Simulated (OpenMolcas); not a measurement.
# Ti2+: moving or changing the point charges

Ti2+ among 2 point charges of -1 e arranged as a linear pair (D∞h), 1.88 Å from the ion.
```
   0.0000    0.0000    1.8800  -1.00
   0.0000    0.0000   -1.8800  -1.00
```

| Item | Value |
| --- | --- |
| Program | OpenMolcas 26.06 |
| Method | SS-CASPT2, IPEA 0.25 Eh, imaginary shift 0.1 Eh (closed shells correlated: 3s 3p) |
| Basis | ANO-RCC-VDZP [5s4p2d1f] |
| Scalar Hamiltonian | DKH2, point nucleus |
| Active space | 2 electrons in 5 orbitals (3d) |
| State averaging | 2S+1 = 3 even, 10 roots; 2S+1 = 1 even, 15 roots |
| Spin-orbit coupling | RASSI with atomic mean-field integrals over the reference wave functions |

Runs around this geometry, states (labels by Λ). Energies in cm-1 above the lowest state or level, χT in cm3 K/mol.

```json
{"R (Å)": "1.88", "q (e)": "-0.65", "Ground state": "3Φ", "First state of that spin": "3Σ 880", "First gap with spin-orbit (degeneracies)": "190 (2, 2)", "χT at 300 K": "1.298", "First state of another spin": "1Σ 7100"}
{"R (Å)": "1.8", "q (e)": "-1", "Ground state": "3Σ", "First state of that spin": "3Φ 1250", "First gap with spin-orbit (degeneracies)": "13 (1, 2)", "χT at 300 K": "1.028", "First state of another spin": "1Σ 5400"}
{"R (Å)": "1.88", "q (e)": "-1", "Ground state": "3Σ", "First state of that spin": "3Φ 630", "First gap with spin-orbit (degeneracies)": "14 (1, 2)", "χT at 300 K": "1.064", "First state of another spin": "1Σ 5520"}
{"R (Å)": "2.01", "q (e)": "-1", "Ground state": "3Φ", "First state of that spin": "3Σ 120", "First gap with spin-orbit (degeneracies)": "190 (2, 2)", "χT at 300 K": "1.259", "First state of another spin": "1Σ 5830"}
```

The ground state changes within this set.

Roots that are degenerate in the reference are averaged as groups; the widest CASPT2 spread within a group is 25 cm-1 (the 2-fold group of multiplicity 1 near 10400 cm-1 above the lowest state of its run, R = 1.88, q = -0.65). Shifts and gaps below about the spread of the groups concerned are not significant. Over all roots computed the reference weight is 0.90 to 0.95 in R = 1.88 in q = -0.65, 0.83 to 0.95 in R = 1.8 in q = -1, 0.85 to 0.95 in R = 1.88 in q = -1, 0.88 to 0.95 in R = 2.01 in q = -1; the roots of lowest weight are the least certain, and an intruder state may touch them. The ground term spreads over less than 5000 cm-1, several times less than with real ligands, so orbital moments are less quenched and χT lies further from the spin-only value than at real sites. Free-ion shares, where given, are those of the reference states; single-state CASPT2 does not remix them. This is an electrostatic model: the charges have no orbitals. No measured value stands beside these numbers.
